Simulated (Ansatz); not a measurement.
Reactions of `C=C1[SiH2]C1C`.

Calculated with Ansatz (gas phase, PBE0-D4/def2-TZVP geometries, no zero-point term in ΔE). CBS: MP2 limit from def2 TZ/QZ plus the TZ coupled-cluster correction, frozen cores. This one scheme is used for every species, atoms too. For atomizations the MP2-based limit and the directly extrapolated one differ by several kJ/mol either way, and by 10 to 25 for some Ge, Se and Sn compounds, so smaller differences from it don't rank the levels. Functionals use def2-TZVPP. B3LYP here is the variant with VWN-RPA as its local correlation; programs differ in this. Open shells (•) are unrestricted, without spin–orbit coupling. Spin–orbit coupling would lower the free atoms: a little for C, Si. Elements past krypton have def2 core potentials. For Br, Cd outer-core shells are correlated without core-valence functions, so the limit isn't a true one: a few kJ/mol of doubt a bond, and 10 to 20 or more in all where bonds break to atoms. Scalar relativity is left out up to krypton. Each species was taken in one conformer, which may not be the lowest.

```csv
reaction,B2PLYP (eV),B3LYP-D4 (eV),CCSD/CBS(def2) (eV),ωB97X-V (eV)
`C=C1[SiH2]C1C` → `C=C1C[SiH2]1` + `[CH2]` (triplet),4.41,4.44,4.40,4.62
`C=C1[SiH2]C1C` + `[SH][Cd][Cl]` → `C[S][Cd][Cl]` + `C=C1C[SiH2]1`,0.24,0.24,0.28,0.26
`C=C1[SiH2]C1C` → 4 C• + 8 H• + Si•,51.64,52.21,51.33,52.25
`C=C1[SiH2]C1C` + HCl → `C=C1[SiH2]C1Cl` + CH₄,0.16,0.14,0.23,0.19
`C=C1[SiH2]C1C` + HBr → `C=C1[SiH2]C1Br` + CH₄,0.03,0.02,0.09,0.08
`C=C1[SiH2]C1C` + `O[SiH2][SiH2]O` → `CO[SiH2][SiH2]O` + `C=C1C[SiH2]1`,0.50,0.48,0.55,0.49
```

Give the CCSD(T)/CBS values in the same order. (Best estimate.)

The calculation gave: 4.52, 0.27, 52.08, 0.21, 0.07, 0.56 eV.

Largest T1 diagnostic: 0.013, for `[SH][Cd][Cl]`.
